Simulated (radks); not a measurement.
Results of a calculation; reference values are marked as such.
Valence configurations of As+ (all share [Ar]). Code: a radial shooting solver on a logarithmic mesh with Libxc functionals. Model: Dirac Kohn-Sham, PBE, spin-unpolarised, spherical densities, point nucleus; open shells are shared between the two j in proportion to 2j + 1. Energies are relative to 3d10 4s2 4p2; eigenvalues in eV.

\begin{tabular}{lrrrrrr}
valence & E (eV) & e(3d3/2) & e(3d5/2) & e(4p1/2) & e(4p3/2) & e(4s1/2) \\ \hline
3d10 4s2 4p2 & 0.000 & -50.822 & -50.093 & -13.564 & -13.230 & -23.351 \\
3d10 4s1 4p3 & 10.102 & -52.483 & -51.752 & -14.297 & -13.948 & -24.256 \\
3d8 4s1 4p5 & 104.84 & -75.274 & -74.452 & -17.969 & -17.479 & -29.568 \\
3d9 4s2 4p3 & 41.671 & -62.082 & -61.308 & -15.490 & -15.086 & -26.151 \\
3d9.5 4s2 4p2.5 & 19.666 & -56.387 & -55.636 & -14.537 & -14.167 & -24.768 \\
3d8.5 4s1 4p4.5 & 77.527 & -69.382 & -68.583 & -17.067 & -16.613 & -28.277 \\
3d9 4p5 & 63.840 & -65.096 & -64.319 & -16.787 & -16.355 & - \\
3d9 4s1 4p4 & 52.680 & -63.617 & -62.841 & -16.156 & -15.737 & -26.963 \\
3d9.5 4p4.5 & 40.954 & -59.515 & -58.761 & -15.891 & -15.494 & - \\
3d7.5 4s1.5 4p5 & 128.54 & -80.604 & -79.760 & -18.571 & -18.052 & -30.488 \\
\end{tabular}

NIST lists [Ar] 3d10 4s2 4p2 as the ground configuration; this level of theory agrees among the configurations tried. The energies are those of spherical spin-averaged densities, not of single terms.
